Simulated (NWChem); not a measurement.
**Basis-set dependence for Cl2Pb**

```
Pb
Cl 1 2.5049
Cl 1 2.5049 2 101.25
```
Charge 0, spin multiplicity 1.

Program: NWChem. Structure: optimised with B3LYP/def2-SVP with def2 effective core potentials on Pb, a minimum by its harmonic frequencies.

Hartree-Fock energies in Ha, correlation energies in mHa.

Effective core potentials replace the inner electrons of Pb; spin-orbit coupling is left out. The correlated methods keep 14 core orbitals frozen. The structure started from a generated list of species.

```csv
basis,functions,RHF,MP2,SCS-MP2
def2-SVP,62,-1110.65264,-343.9,-331.8
def2-TZVP,124,-1110.97668,-759.2,-707.9
```

From def2-SVP to def2-TZVP the Hartree-Fock energy moves by -324.0 mHa and the MP2 correlation energy by -415.3 mHa, which is 55 % of its value in the larger set.
